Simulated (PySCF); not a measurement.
## Checking a proposed structure

A compound C7H9F gives the data below (simulated from a calculation) and was assigned the structure `C#CC/C(C)=C/CF`.

¹³C{¹H} NMR (computed): δ 151.8 (C), 146.5 (CH), 123.5 (CH2), 117.3 (CH2), 92.2 (CH), 61.4 (CH), 40.8 (CH2).

¹H NMR (600 MHz, computed): δ 5.91 (m, 1H), 5.48 (m, 1H), 5.45 (m, 1H), 5.43 (m, 1H), 5.39 (m, 1H), 4.86 (m, 1H), 3.63 (m, 1H), 3.09 (m, 1H), 3.05 (m, 1H).

Calculated, not measured (PySCF): GFN2-xTB geometry, GIAO PBE0/pcSseg-1 shieldings. No relativistic terms, isolated molecule, a single conformation.

δ = σ(ref) − σ, references computed at the same level: ¹H and ¹³C vs TMS.

(1) Compare with the shifts computed for the proposed structure, pairing carbons in order of shift.

(2) Which isomer fits?

## Answers

(1) Numbering as in the mapped SMILES `[CH:1]#[C:2][CH2:3]/[C:4]([CH3:5])=[CH:6]/[CH2:7][F:8]`. Each H is labelled by its parent atom.

| atom | computed for proposal | given list | difference |
| --- | --- | --- | --- |
| C4 | 138.4 | 151.8 | -13.4 |
| C6 | 134.5 | 146.5 | -12.0 |
| C2 | 87.1 | 123.5 | -36.4 |
| C7 | 85.3 | 117.3 | -32.0 |
| C1 | 76.1 | 92.2 | -16.1 |
| C3 | 31.6 | 61.4 | -29.8 |
| C5 | 17.8 | 40.8 | -23.0 |

The rms difference is 24.9 ppm and the largest -36.4 ppm at C2 (alkyne carbon). The carbon types in order of shift don't match either: C, CH, C, CH2, CH, CH2, CH3 for the proposal against C, CH, CH2, CH2, CH, CH, CH2 in the data. The proposal doesn't fit.

(2) SMILES C=C1[C@@H](C=C)[C@H](F)C1.

- Carbon types of the structure: 1 × C, 3 × CH, 3 × CH2, which accounts for all hydrogens.
- δC 151.8: fully substituted alkene carbon; as expected for a trigonal carbon in a double bond.
- δC 146.5: alkene CH; the olefinic region.
- δC 123.5, 117.3: terminal =CH2 carbon; as expected for a trigonal carbon in a double bond.
- δC 92.2: sp3 CH bonded to F; deshielded by the electronegative neighbour.

Other isomers checked: C=CC(=C)/C=C/CF (rms 32.5 ppm); C=C(C)[C@@H]1[C@H]2[C@@H](F)[C@@H]12 (rms 45.7 ppm).

The data come from this structure; uniqueness wasn't tested.

Splittings by ¹⁹F in the carbon and heteronuclear signals aren't shown, as no couplings were computed. Shifts are as computed. Against solution values, carbons near 30 ppm lie about +3 ppm off and those near 130 ppm about +5 ppm. Of 1211 compounds with measured shifts, 218 miss one by over three times the rms of a fit or turn the order of signals round; such compounds aren't used in these exercises. No couplings were computed; multiplicities are counted from neighbouring protons, with m where these are inequivalent, close in shift, in a saturated or five-membered ring or joined by F or P, and br s for small geminal =CH2 splittings.
